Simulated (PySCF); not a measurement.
A calculated (r2SCAN, PySCF 2.14, jorge-DZP-DKH, scalar relativity by spin-free X2C-1e) atom or ion has these occupied shells.

| shell | electrons | orbital energy (eV) | rms radius, mean of both spins (bohr) |
| --- | --- | --- | --- |
| 1s α | 1 | -183.41 | 0.381 |
| 1s β | 1 | -183.09 | 0.381 |
| 2s α | 1 | -9.901 | 2.16 |
| 2s β | 1 | -8.720 | 2.16 |
| 2p α | 1 | -4.514 | 2.42 |

Question: Name the element and its charge.

Answer: B (boron, neutral), in [He] 2s2 2p1, 2P determinant.
